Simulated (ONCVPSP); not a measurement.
**Ge, ONCV: configuration errors across variants**

Ge (Z = 32), optimised norm-conserving Vanderbilt (ONCV), made with ONCVPSP 4.0.1 (revPBE, scalar-relativistic). Core [Ar] 3d10, reference 4s1.75 4p2.25. Waves: 4s: rc 1.40 bohr, ncon 3, nbas 6, qcut 4.6 1/bohr, local; 4p: rc 1.85 bohr, ncon 3, nbas 7, qcut 4.2 1/bohr, 2 projectors, debl 3.7 Ha; d scattering state at 0.24 Ha: rc 1.55 bohr, ncon 4, nbas 8, qcut 7 1/bohr, 1 projector. Local part: the s channel. Core correction: none.

All-electron excitation energies from the reference (eV): (1) 4s2 4p2 -1.962; (2) 4s2 4p1 5.428; (3) 4s2 4p0 20.781; (4) 4s0 4p4 14.165.

3 further variants failed, have other tests or another functional or relativity, and are left out.

A true bound ghost makes a file unfit for plane-wave use even where its test errors are small: the radial tests pick states by their node count and pass the ghost by.

Errors AE − PS in meV (a dash: test not solved or not reliable):

| change | (1) | (2) | (3) | (4) | bound ghosts | GHOST(+) flags above zero |
| --- | --- | --- | --- | --- | --- | --- |
| base | +0.9 | -5.1 | -41 | +32 | d | p |
| d: rc 1.84 | +0.9 | -5.1 | -41 | +32 | d | p |
| d: rc 2.24 | +0.9 | -5.1 | -41 | +32 | none | p, d |
| d: nbas 9 | +0.9 | -5.1 | -41 | +32 | d | p |

Task: Give the same row for: s: nproj 1; local potential polynomial inside 1.35 bohr (lpopt 5, dvloc0 6 Ha).

Result: +1.1, -5.0, -39, +31; bound ghosts: d; GHOST(+) flags above zero: none.
